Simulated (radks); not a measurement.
Q: The mean radii <r> (bohr) of the occupied orbitals of an atom or ion are listed with their occupations. Method: Dirac Kohn-Sham, LDA (Slater exchange, Perdew-Wang correlation), spin-unpolarised, spherical densities, point nucleus; computed with a radial shooting solver on a logarithmic mesh with Libxc functionals.

orbital  occ.      <r>
1s1/2       2  0.02844
2s1/2       2   0.1223
2p1/2       2   0.1033
2p3/2       4   0.1088
3s1/2       2   0.3308
3p1/2       2   0.3212
3p3/2       4   0.3325
3d3/2       4   0.3035
3d5/2       6   0.3071
4s1/2       2   0.7892
4p1/2       2   0.8291
4p3/2       4   0.8579
4d3/2       4   0.9961
4d5/2       6    1.007

Name the element and its charge. Open shells, if any, fill j = l - 1/2 first.

A: Z = 51, antimony, charge +5: Sb5+ in [Kr] 4d10. The 1s radius gives Z: for a bare nucleus <r> = (2 gamma + 1)/(2Z) with gamma = sqrt(1 - (Z/c)^2), 0.028 bohr for Z = 51, and screening makes it slightly larger (0.02844 here). The occupations add up to 46, and the charge is Z minus that.
